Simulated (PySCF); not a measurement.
# SMILES C=[CH][PbH2][BH2], C$_{2}$H$_{7}$BPb: coupling constants with relativity

Geometry (Å), atoms numbered from 1 in this order:
```xyz
11

B     2.399    0.430   -0.648
Pb    0.699   -0.729    0.363
C    -1.245   -0.121   -0.540
C    -2.185    0.527    0.147
H     2.772    1.480   -0.184
H     2.894    0.017   -1.668
H     0.498   -0.389    2.087
H     0.823   -2.485    0.174
H    -1.411   -0.372   -1.594
H    -3.138    0.817   -0.317
H    -2.064    0.798    1.202
```

Calculated values (PySCF 2.14 with density-fitted X2C routines): indirect couplings, PBE0/pcJ-1 (dyall-v2z on Pb), gas phase, finite nuclei, PBE0-D3(BJ)/def2-SVP geometry.

Non-relativistic values:
```json
{"coupling": "1J(207Pb,11B)", "atoms": "Pb2 – B1", "J (Hz)": "497.8"}
{"coupling": "1J(207Pb,13C)", "atoms": "Pb2 – C3", "J (Hz)": "317.3"}
{"coupling": "1J(207Pb,1H)", "atoms": "Pb2 – H7/H8", "J (Hz)": "1187.5"}
{"coupling": "2J(207Pb,13C)", "atoms": "Pb2 – C4", "J (Hz)": "-5.1"}
{"coupling": "2J(207Pb,1H)", "atoms": "Pb2 – H5/H6", "J (Hz)": "51.2"}
{"coupling": "2J(207Pb,1H)", "atoms": "Pb2 – H9", "J (Hz)": "67.7"}
{"coupling": "3J(207Pb,1H)", "atoms": "Pb2 – H10", "J (Hz)": "124.6"}
{"coupling": "3J(207Pb,1H)", "atoms": "Pb2 – H11", "J (Hz)": "69.3"}
```

Question: What do two-component X2C with spin–orbit coupling give?

Answer: 
```
     coupling        atoms  with spin–orbit (Hz)
1J(207Pb,11B)     Pb2 – B1                 808.4
1J(207Pb,13C)     Pb2 – C3                 257.7
 1J(207Pb,1H)  Pb2 – H7/H8                2208.5
2J(207Pb,13C)     Pb2 – C4                 -12.6
 2J(207Pb,1H)  Pb2 – H5/H6                 197.1
 2J(207Pb,1H)     Pb2 – H9                 244.6
 3J(207Pb,1H)    Pb2 – H10                 303.3
 3J(207Pb,1H)    Pb2 – H11                 170.5
```

The largest listed coupling, 1J(207Pb,1H), ends at 1.86 times its non-relativistic value. Equivalent partners are averaged, as under fast rotation.
